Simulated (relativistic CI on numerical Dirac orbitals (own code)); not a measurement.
Computed by Dirac-Coulomb-Breit CI, KLI orbitals optimised for each configuration, QED by a radiative potential, unscaled Slater integrals (own radial code, finite nucleus).

The strongest absorption lines from the ground level of an ion, among the configurations computed and to levels below about 6860 eV (vacuum wavelength in Å, gf): 1.9031 (0.28), 2.0109 (0.53), 2.3559 (0.32), 2.4008 (0.11), 2.4441 (1.5), 2.6084 (0.5), 2.6156 (1.8), 2.8248 (0.14).

Task: Which ion is it?
A. Cs XLVIII
B. Cs XLVI
C. Pr L
D. Cs XLIV

Result: B. Cs XLVI has 10 electrons and the ground level 2s2 2p6 1S_0; the strongest line goes to 2s2 2p5 3d 1P°_1. The pattern of lines fixes the number of electrons, and along that sequence the line energies rise steadily with the charge (about as its square where n changes within one kind of shell, about linearly where n is kept but much faster in heavy ions where fine structure, which grows about as Z⁴, sets the gap, and irregularly where shells cross), which fixes Z. Configurations outside the model, such as inner-shell arrays, can give stronger lines. At this charge energies of transitions that change n are usually good to better than 1 %, and those within a shell (Δn = 0) to a few per cent.

LS names give the leading component of a level, which can be under half, so a name can repeat, a term be missing and a line seem to break the LS rules.
